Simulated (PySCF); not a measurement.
Vertical excitations of a molecule C₂H₃Cl₂FSi from TDA-PBE0/def2-SVPD (PySCF), as energy in eV (oscillator strength): 6.71 (0.010), 7.08 (0.081), 7.32 (0.170), 7.69 (0.014), 7.71 (0.002), 7.76 (0.000), 7.88 (0.387), 8.04 (0.005), 8.28 (0.046), 8.36 (0.127). Lowest triplet (TDA): 4.15 eV. The structure is a stationary point at PBE0-D3(BJ)/def2-SVP. Other conformers were not sampled.

**Question.** Pick the molecule that these values belong to.
(A) FC([SiH3])=C(Cl)Cl
(B) F/C=C(/Cl)[SiH2]Cl
(C) F/C(Cl)=C(\[SiH3])Cl
(D) C=C[Si](F)(Cl)Cl

**Answer.** D, C=C[Si](F)(Cl)Cl
